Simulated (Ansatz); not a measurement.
H$_{6}$OSiSn, SMILES `[SiH3][O][SnH3]`. Total charge 0; spin multiplicity 1. Sn: def2 effective core potential.

```xyz
9

Si   -0.776   -0.347   -1.396
O    -0.692    0.079    0.172
Sn    0.727    0.376    1.495
H    -0.056    0.629   -2.265
H    -2.202   -0.394   -1.809
H    -0.163   -1.688   -1.629
H    -0.119    0.811    2.902
H     1.710    1.629    0.886
H     1.572   -1.096    1.645
```

Task: List the harmonic frequencies (cm⁻¹, unscaled) at PBE0-D4/def2-TZVP in Ansatz. (Best estimate.)

Result: Ansatz gave: 16, 31, 98, 453, 508, 518, 698, 701, 703, 726, 733, 951, 959, 990, 1017, 1958, 1961, 1984, 2188, 2195, 2226.

Task: Is this a minimum?

Result: Yes, all 21 modes are real.

Task: Give the ideal-gas thermochemistry at 298.15 K and 1 bar (rigid rotor, harmonic oscillator; point group Cs, symmetry number 1).

Result: Zero-point energy 129.3 kJ/mol; H(298) − E = 149.5 kJ/mol; entropy 366.6 J/(mol·K), of which translation 172.8, rotation 108.8, vibration 85.0; G(298) − E = 40.2 kJ/mol. Modes under 100 cm⁻¹ are hindered rotations or soft bends, so the harmonic entropy is rough.

Task: And at 400, 500, 600, 800 and 1000 K?

Result: 
```
T (K)  H − E (kJ/mol)  S (J/mol/K)  G − E (kJ/mol)
  400           160.4        398.1             1.2
  500           172.9        425.8           -40.0
  600           186.6        450.8           -83.9
  800           217.2        494.6          -178.5
 1000           250.7        532.0          -281.3
```

Task: Rotational constants (cm⁻¹)?

Result: 0.865, 0.05358, 0.05265.
